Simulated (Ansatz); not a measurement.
Input for Ansatz (a first-principles code): R-PBE/def2-TZVPPD on HI (SMILES I). Elements past Kr take the def2 small-core potentials; no spin–orbit coupling. Files ending in .json are basis or fitting sets from the Basis Set Exchange.

Ansatz 0.2 input:
```yaml
crystal:
  periodic: [false, false, false]
  atoms:
    - {symbol: I, position_ang: [0.55096457, -0.02754481, 4.45896030]}
    - {symbol: H, position_ang: [0.15012668, -0.23189658, 2.89157446]}
basis:
  gaussian:
    orbitals: def2-TZVPPD.json
hamiltonian:
  xc: {name: PBE}
scf: {lower_state_search: off}
```

Question: Predict the final total energy.

Answer: -298.2919 hartree.
